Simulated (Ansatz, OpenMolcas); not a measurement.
## BHOF2 (difluorohydroxyborane): from total energies to a heat of formation

The species is BHOF2 (5 atoms), meant as a singlet with charge 0. SMILES: `OB(F)F`. Geometry: relaxed at PBE0-D4/def2-TZVP.

Total energies at M06-2X/def2-SVPD (OpenMolcas 26.06); the atoms run unrestricted:

```
species    state  energy (Eh)
  BHOF2  singlet  -300.232930
      O  triplet   -74.979488
      B  doublet   -24.619715
      F  doublet   -99.617938
      H  doublet    -0.497412
```

Harmonic wavenumbers at PBE0-D4/def2-TZVP, in cm⁻¹: 443, 478, 542, 687, 893, 1005, 1451, 1509, 3902.

Measured heats of formation of the gaseous atoms at 298.15 K, in kJ/mol: O 249.2, B 570.3, F 79.4, H 218.0. Spin-orbit lowering of the atoms at 298 K (mean of the ground term's levels less their thermal mean, from spectra), in kJ/mol: O 0.40, B 0.00, F 1.29. Take 1 Eh = 2625.50 kJ/mol, 1 cm⁻¹ = 0.0119627 kJ/mol, RT = 2.479 kJ/mol.

Problem. Work out the heat of formation of the gas at 298 K.

Solution. 
1. Electronic atomisation energy: (-74.979488) + (-24.619715) + 2 × (-99.617938) + (-0.497412) − (-300.232930) = 0.900439 Eh = 2364.1 kJ/mol.
2. Zero-point energy: half the sum of the wavenumbers, 5455 cm⁻¹ = 65.3 kJ/mol.
3. Thermal vibrational enthalpy, Σ hcν̃/(exp(hcν̃/kT) − 1): 2.4 kJ/mol. Translation, rotation and pV of a non-linear molecule: 4 RT = 9.9 kJ/mol.
4. The 5 free atoms carry 5/2 RT each: 31.0 kJ/mol.
5. Spin-orbit coupling lowers the free atoms by 0.40 + 0.00 + 2 × 1.29 = 3.0 kJ/mol.
6. Atomisation enthalpy at 298 K: 2364.1 − 3.0 − 65.3 − 2.4 − 9.9 + 31.0 = 2314.5 kJ/mol.
7. Sum of the atoms' heats of formation: 1196.3 kJ/mol. Heat of formation: 1196.3 − 2314.5 = -1118.2 kJ/mol.

The tabulated value is -1083.7 kJ/mol (NIST-JANAF tables; in doubt: it rests on an older heat of the boron atom), so this level is off by -34.5 kJ/mol, or 1.5 % of the atomisation enthalpy that the table implies (2279.9 kJ/mol). Anharmonicity and any spin-orbit splitting of the molecule are left out.
